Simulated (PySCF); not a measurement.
Task: What does the PBE0-D3(BJ)/def2-SVP structure of `C[O][Ge@H]([CH3])[NH2]` look like in three dimensions?

Result: 
```
atom  x, y, z in Å
C1     2.1374    0.2556    0.4486
O2     0.9103   -0.1886    0.9382
Ge3   -0.4304   -0.5720   -0.1920
C4    -1.0939    1.0806   -0.9622
N5    -1.7662   -1.3776    0.7416
H6     2.8499    0.3437    1.2861
H7     2.5848   -0.4404   -0.2906
H8     2.0761    1.2523   -0.0340
H9     0.1239   -1.5705   -1.2311
H10   -0.3232    1.5558   -1.5871
H11   -1.3700    1.7820   -0.1611
H12   -1.9784    0.8851   -1.5851
H13   -2.2260   -0.7772    1.4207
H14   -1.5022   -2.2446    1.2013
```

Orientation and origin are arbitrary. Atoms count from 1 in this order. Ge3 (germanium bonded to C, N, O and H) is distorted tetrahedral (angles from 107.1° to 114.0°). N5 (nitrogen bonded to Ge and 2 H) is pyramidal (angles 114.8°, 114.4° and 108.6°, sum 337.9°, 0.33 Å off the plane of its three neighbours).

Bonds between heavy atoms (Å): C1–O2 1.394, O2–Ge3 1.795, Ge3–C4 1.940, Ge3–N5 1.818.

Method used: PBE0-D3(BJ)/def2-SVP geometry optimisation, gas phase (PySCF).

Point group: C1 (no symmetry element, even within 0.4 Å). No PBE0-D3(BJ)/def2-SVP frequencies stand behind this structure, so it isn't proved a minimum. One conformer, not necessarily the lowest (C1–O2–Ge3–C4 -70°, O2–Ge3–N5–H 67° and -60°).

Hardware: one thread, Arm Neoverse V2 (aarch64), shared host. Cost: 59 s wall, 0.52 GiB resident at most. That covers the optimisation of the geometry.
